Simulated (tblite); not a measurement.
C₅H₁₄O₂Si, singlet, at a GFN2-xTB geometry; tblite 0.6.0 with IPEA1-xTB.

tblite was given this input:
```
$ tblite run mol.xyz --method ipea1 --charge 0 --spin 0 --json tblite.json --no-restart

# file mol.xyz
22

Si     0.06040446    -1.08594883     0.38606656
C     -0.64661609    -2.37946835    -0.80038166
O     -1.00725902     0.02071514     0.92308330
C     -1.84190591     0.89365459     0.20669717
C     -2.49410824     1.87533876     1.16934257
O      1.27231125    -0.44787467    -0.49246647
C      2.07923318     0.65568265    -0.17519698
C      2.59971576     1.29363643    -1.45504093
H      0.46998101    -1.57966187     1.69511181
H     -0.90975952    -1.95168858    -1.76405433
H     -1.54172500    -2.82251161    -0.37599970
H      0.06182869    -3.17971676    -0.98123172
H     -1.25737982     1.43578200    -0.54742763
H     -2.61076608     0.31085247    -0.31551604
H     -3.07225218     1.33297061     1.91251508
H     -3.15104801     2.54962564     0.62632650
H     -1.73192187     2.45576867     1.68289606
H      1.50612180     1.38509934     0.40935889
H      2.91641887     0.31085366     0.44385534
H      1.76898744     1.64375273    -2.06274217
H      3.24548671     2.13448130    -1.21660037
H      3.16203580     0.56188788    -2.02887932
```

### Question
What does tblite print? Leave out banner, timings and long lists.

### Answer

```
xTB calculator
 | screened Coulomb repulsion
 | Coulomb electrostatics
 |  * isotropic Klopman-Ohno-Mataga-Nishimoto electrostatics
 |  * onsite third-order electrostatics
 | DFT-D3(BJ) dispersion correction

halogen bonding energy    0.0000000000000E+00 Eh
repulsion energy          4.3530652527412E-01 Eh
dispersion energy        -8.4125563530239E-03 Eh
number of electrons       5.0000000000000E+01 e
integral cutoff           4.0000000000000E+01 bohr

------------------------------------------------------------
  cycle        total energy    energy error   density error
------------------------------------------------------------
      1     -31.37016926357  -3.1797063E+01   4.9645552E-01
      2     -31.50037594827  -1.3020668E-01   2.8961608E-01
      3     -31.37186652526   1.2850942E-01   1.5569373E-01
      4     -31.56015553849  -1.8828901E-01   8.1510345E-03
      5     -31.56061162000  -4.5608151E-04   4.1412503E-03
      6     -31.56075498972  -1.4336972E-04   1.0557239E-03
      7     -31.56075649985  -1.5101266E-06   3.9728576E-04
      8     -31.56075737755  -8.7770088E-07   1.1092859E-04
      9     -31.56075740512  -2.7567108E-08   3.9476732E-05
     10     -31.56075742052  -1.5405302E-08   9.7085343E-06
------------------------------------------------------------

electronic energy        -3.1987651389445E+01 Eh
total energy             -3.1560757420524E+01 Eh

Post processing:
 | Mayer-Wiberg bond orders

[Info] JSON dump of results written to 'tblite.json'
```
